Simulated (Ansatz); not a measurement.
Frontier orbitals of `[CH3][Al-]([OH2+])([Cl])[Cl]`.

The species carries charge 0 and has multiplicity 1. All single points use the PBE0-D4/def2-TZVP geometry. It is one conformer, not always the lowest. Basis def2-TZVPP, the Gaussian-basis code of Ansatz.

```json
{"functional": "PBE", "HOMO (eV)": "-6.87", "LUMO (eV)": "-1.36", "gap (eV)": "5.51"}
{"functional": "B97M-V", "HOMO (eV)": "-7.24", "LUMO (eV)": "-1.12", "gap (eV)": "6.12"}
{"functional": "PBE0", "HOMO (eV)": "-8.19", "LUMO (eV)": "-0.47", "gap (eV)": "7.72"}
{"functional": "r2SCANh", "HOMO (eV)": "-7.65", "LUMO (eV)": "-0.46", "gap (eV)": "7.19"}
{"functional": "CAM-B3LYP", "HOMO (eV)": "-9.56", "LUMO (eV)": "0.30", "gap (eV)": "9.86"}
{"functional": "ωB97X-V", "HOMO (eV)": "-10.57", "LUMO (eV)": "1.45", "gap (eV)": "12.02"}
{"functional": "ωB97M-V", "HOMO (eV)": "-10.40", "LUMO (eV)": "1.05", "gap (eV)": "11.45"}
```

From PBE to PBE0 the HOMO moves by −1.31 eV and the LUMO by +0.88 eV, and with ωB97M-V by −3.53 and +2.40 eV, so the gap grows from 5.52 to 11.45 eV with exact exchange. A positive LUMO is unbound and depends on the basis.
